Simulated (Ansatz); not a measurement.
Computed with Ansatz on PBE0-D4/def2-TZVP structures; ΔE is electronic, products minus reactants. CBS: MP2 limit from def2 TZ/QZ plus the TZ coupled-cluster correction, frozen cores. This one scheme is used for every species. Functionals use def2-TZVPP. For Br outer-core shells are correlated without core-valence functions, which leaves a few kJ/mol of doubt a bond. Scalar relativity is left out up to krypton. One conformer a species, not always the lowest.

Reaction (substitution at a C–Al bond): `B[C](=C)[AlH][F]` + HBr → `BC(=C)Br` + `[F][AlH2]`

`B[C](=C)[AlH][F]`:

```xyz
10

B     1.432   -0.583    0.559
C     0.113   -0.089   -0.077
C    -0.102   -0.411   -1.369
Al   -1.276    0.954    0.782
F    -1.118    1.412    2.360
H     1.721   -0.344    1.696
H     2.193   -1.228   -0.110
H    -0.996   -0.116   -1.922
H     0.621   -0.996   -1.940
H    -2.588    1.400    0.022
```

HBr:

Cartesian coordinates in Å:
```
Br -0.060 0.456 0.542
H 0.060 -0.456 -0.542
```

`BC(=C)Br`:

```xyz
8

B     0.339   -1.128    0.576
C    -0.062   -0.041   -0.433
C    -0.278    1.225   -0.065
Br   -0.256   -0.507   -2.269
H     0.535   -2.256    0.248
H     0.448   -0.793    1.719
H    -0.166    1.488    0.982
H    -0.560    2.011   -0.757
```

`[F][AlH2]`:

Z-matrix (Å, degrees):
```
Al
F 1 1.650
H 1 1.576 2 117.0
H 1 1.576 2 117.0 3 -179.9
```

(1) Is it downhill or uphill in electronic energy at CCSD(T)/CBS, and by how much? (Estimate.)

(2) What do these levels give: B97M-V, PBE0-D4, BHLYP, CCSD/def2-SVP, CCSD/def2-TZVPP, HF/CBS(def2)? (An estimate is asked.)

Largest T1 diagnostic among the species: 0.012.

Results:

(1) The calculation gave: Uphill: ΔE = +0.55 eV.

(2) Ansatz gave: B97M-V 0.46, PBE0-D4 0.54, BHLYP 0.56, CCSD/def2-SVP 0.65, CCSD/def2-TZVPP 0.57, HF/CBS(def2) 0.59 eV.

From BLYP to BHLYP (50 % exact exchange), in def2-TZVPP and without D4, ΔE moves by +0.10 eV. In def2-TZVPP, CCSD(T) changes the Hartree–Fock value by −0.04 eV (the triples alone add −0.02 eV) and MP2 by −0.06 eV.
